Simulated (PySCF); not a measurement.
# Peak assignment

Mapped SMILES: `[N:1]#[C:2][C:3]1([C:4]#[N:5])[CH2:6][O:7][CH2:8][CH2:9][SiH2:10]1`. Hydrogens are named by the atom that carries them.

PySCF 2.14 calculation with shieldings: GIAO mPW1PW91/pcSseg-1 and structure optimised with PBE0-D3(BJ)/def2-SVP; in vacuum, non-relativistic, equivalent nuclei averaged, one conformer.

References, each an isolated molecule treated in the same way: ¹³C and ¹H against TMS.

Question: Assign these signals to the numbered atoms. ¹³C{¹H} NMR (computed): δ 119.2, 73.3, 69.0, 15.1, 7.5.

Answer: 
| δ (ppm) | atoms | environment | reason |
| --- | --- | --- | --- |
| 119.2 | C2/C4 | nitrile carbon | C≡N carbons fall here, among the sp2 signals but without a proton |
| 73.3 | C6 | sp3 CH2 bonded to O | deshielded by the electronegative neighbour |
| 69.0 | C8 | sp3 CH2 bonded to O | – |
| 15.1 | C3 | fully substituted sp3 carbon bonded to Si, α to a nitrile | – |
| 7.5 | C9 | sp3 CH2 bonded to Si | an electropositive neighbour leaves it electron-rich and shielded |

Question: Assign these signals to the numbered atoms. ¹H NMR (400 MHz, computed): δ 4.51 (m, 2H), 3.87 (s, 2H), 3.82 (m, 2H), 1.04 (m, 2H).

Answer: 
| δ (ppm) | atoms | environment | reason |
| --- | --- | --- | --- |
| 4.51 | H(Si10) | hydrogen on a silicon bonded to 2 C, in a 6-membered ring | – |
| 3.87 | H(C6) | hydrogen on an sp3 CH2 bonded to O | its carbon carries O, an electronegative neighbour |
| 3.82 | H(C8) | hydrogen on an sp3 CH2 bonded to O | – |
| 1.04 | H(C9) | hydrogen on an sp3 CH2 bonded to Si | – |

H(C6) and H(C8) lie closer than the usual error of such a calculation, so a measured spectrum could show them in the other order.

Shifts are as computed, not scaled to solution data. Of 1211 compounds with measured shifts, 218 miss one by over three times the rms of a fit or turn the order of signals round; such compounds aren't used in these exercises. Multiplicities follow the n + 1 count of equivalent neighbours, as no J values were calculated; m marks all less simple cases, F and P coupling included.
